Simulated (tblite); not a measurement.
Start geometry of `S1[SiH2][Si@H]([Si@@H]1C)O[SiH3]` from a force field or distance geometry (Å):
```
atom  x, y, z in Å
C1    -1.6322    1.8228    1.0315
Si2   -1.0043    0.4972   -0.1033
S3    -2.3640   -1.1725   -0.2251
Si4   -0.6223   -2.3945   -0.5074
Si5    0.4361   -0.9383    0.8249
O6     2.0716   -0.6868    0.4896
Si7    2.4125    0.4877   -0.6906
H8    -2.2510    2.5716    0.4679
H9    -0.8100    2.3973    1.4820
H10   -2.3353    1.3881    1.7899
H11   -0.6667    0.9342   -1.4559
H12   -0.2416   -2.3728   -1.9036
H13   -0.7636   -3.7516    0.0751
H14    0.1519   -1.2976    2.2221
H15    1.5307    0.3194   -1.8540
H16    3.8132    0.3403   -1.1223
H17    2.2678    1.8676   -0.2318
```

Problem. What comes out of this run: GFN2-xTB geometry optimisation, gas phase (tblite 0.8.0)?

Solution. 
```
atom  x, y, z in Å
C1    -2.3258    1.6437    1.3255
Si2   -1.2588    0.8313   -0.0194
S3    -2.3270   -0.9271   -0.8152
Si4   -0.6414   -2.2652   -0.4612
Si5    0.4994   -0.5607    0.6519
O6     1.9657   -0.1986    0.0510
Si7    3.1428    0.2169   -0.9829
H8    -3.3210    1.8633    0.9511
H9    -1.8836    2.5748    1.6668
H10   -2.4395    0.9913    2.1870
H11   -1.1562    1.7690   -1.1469
H12   -0.2182   -2.7702   -1.7684
H13   -1.1749   -3.4079    0.2778
H14    0.8014   -0.7116    2.0834
H15    2.6447   -0.0054   -2.3381
H16    4.2620   -0.6585   -0.6488
H17    3.4234    1.6268   -0.7245
```

The energy falls by 28.1 kcal/mol over 130 L-BFGS steps, the largest force on an atom goes from 2.30 to 0.009 eV/Å, and the atoms move by 0.871 Å rms after alignment. The bond that changes most is Si2–Si5 (SiH silicon to oxygen-bound silicon), which lengthens by 0.105 Å. Bonds longer at the end by more than 0.005 Å: 7 of 17; shorter: 8. Among the angles that change most is Si5–O6–Si7, from 115.8° to 161.4°. Among the dihedrals that turn most is C1–Si2–Si5–H14, from 37° to -4°. Rotational constants go from 1450, 834.5, 623.3 to 1453, 646.4, 516.9 MHz. The orientation of the end geometry is arbitrary; only internal coordinates are fixed.

Its lowest GFN2-xTB frequency is 15 cm⁻¹, too small to tell a flat minimum from a shallow saddle. One conformer, not necessarily the lowest.

All values are computed, not measured.
